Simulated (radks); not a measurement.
Q: The copper ion Cu17+, configuration [He] 2s2 2p5 3s2 3d1 (not the ground configuration). All-electron calculation, non-relativistic Kohn-Sham, BP86, spin-polarised, spherical densities, point nucleus; open shells are filled with parallel spins first. Program: a radial shooting solver on a logarithmic mesh with Libxc functionals. Some entries of the table are withheld. Estimate them.

orbital,occ.,eigenvalue (hartree),<r^2> (bohr^2)
1s up,1,-348.4212,0.003742
1s down,1,-348.2502,0.003739
2s up,1,-62.57998,0.06363
2s down,1,-62.23201,0.06372
2p up,3,-58.36707,0.04934
2p down,2,-57.98288,0.04946
3s up,1,(1),(2)
3s down,1,(3),(4)
3p up,0,-21.49005,0.3729
3p down,0,-21.29006,0.3768
3d up,1,(5),0.3034
3d down,0,(6),0.3077
4s up,0,-11.61271,1.407
4s down,0,-11.55285,1.419

A: 
(1) 3s up eigenvalue (hartree): -22.89031
(2) 3s up <r^2> (bohr^2): 0.3890
(3) 3s down eigenvalue (hartree): -22.70183
(4) 3s down <r^2> (bohr^2): 0.3923
(5) 3d up eigenvalue (hartree): -19.39548
(6) 3d down eigenvalue (hartree): -19.17001
